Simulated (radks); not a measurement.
Values are calculated unless marked as measured or tabulated.
Problem. Neutral osmium, configuration [Xe] 4f14 5d6 6s2. Code: a radial shooting solver on a logarithmic mesh with Libxc functionals. Model: scalar-relativistic Kohn-Sham, LDA (Slater exchange, VWN5 correlation), spin-polarised, spherical densities, finite nucleus; open shells are filled with parallel spins first (spin-orbit coupling, left out, can overturn this in heavy ions); Fermi nuclear charge, rms radius 5.4126 fm; hard spherical wall at 2 bohr. Some entries of the table are withheld. Estimate them.

| orbital | occ. | eigenvalue (eV) | <r> (bohr) | r(max) (bohr) |
|---|---|---|---|---|
| 1s up | 1 | -73707.69 | 0.01775 | 0.01104 |
| 1s down | 1 | -73707.68 | 0.01775 | 0.01104 |
| 2s up | 1 | -12777.99 | 0.07496 | 0.06346 |
| 2s down | 1 | -12777.51 | 0.07496 | 0.06345 |
| 2p up | 3 | -11124.60 | 0.06730 | 0.05221 |
| 2p down | 3 | -11124.20 | 0.06730 | 0.05221 |
| 3s up | 1 | -2920.035 | 0.1942 | 0.1790 |
| 3s down | 1 | -2919.790 | 0.1941 | 0.1790 |
| 3p up | 3 | -2434.405 | 0.1947 | 0.1775 |
| 3p down | 3 | -2434.146 | 0.1947 | 0.1775 |
| 3d up | 5 | -1889.444 | 0.1764 | 0.1445 |
| 3d down | 5 | -1889.076 | 0.1764 | 0.1445 |
| 4s up | 1 | -562.8986 | 0.4329 | 0.4053 |
| 4s down | 1 | -562.3931 | 0.4329 | 0.4053 |
| 4p up | 3 | -403.8018 | 0.4610 | 0.4257 |
| 4p down | 3 | -403.2991 | 0.4609 | 0.4257 |
| 4d up | 5 | -206.0805 | 0.4927 | 0.4355 |
| 4d down | 5 | -205.4918 | 0.4922 | 0.4356 |
| 5s up | 1 | -36.3618 | 0.9981 | 0.9338 |
| 5s down | 1 | -33.6715 | 0.9949 | 0.9296 |
| 5p up | 3 | 4.9554 | 1.085 | 1.049 |
| 5p down | 3 | 7.9420 | 1.083 | 1.045 |
| 4f up | 7 | 12.5623 | 0.5736 | 0.4083 |
| 4f down | 7 | 13.4574 | 0.5697 | 0.4080 |
| 5d up | 5 | 60.7745 | 1.181 | 1.214 |
| 5d down | 1 | 63.9337 | 1.180 | 1.212 |
| 5f up | 0 | 128.3271 | 1.215 | (1) |
| 6s up | 1 | 128.4930 | 1.239 | 1.524 |
| 6s down | 1 | 130.8025 | 1.241 | 1.524 |
| 5f down | 0 | 131.2858 | 1.218 | (2) |
| 6p up | 0 | (3) | 1.214 | 1.564 |
| 6p down | 0 | (4) | 1.215 | 1.564 |
| 7s up | 0 | 381.9520 | (5) | 1.709 |
| 7s down | 0 | 384.1468 | (6) | 1.709 |

Solution. 
(1) 5f up r(max) (bohr): 1.372
(2) 5f down r(max) (bohr): 1.373
(3) 6p up eigenvalue (eV): 167.8957
(4) 6p down eigenvalue (eV): 170.0984
(5) 7s up <r> (bohr): 1.181
(6) 7s down <r> (bohr): 1.181
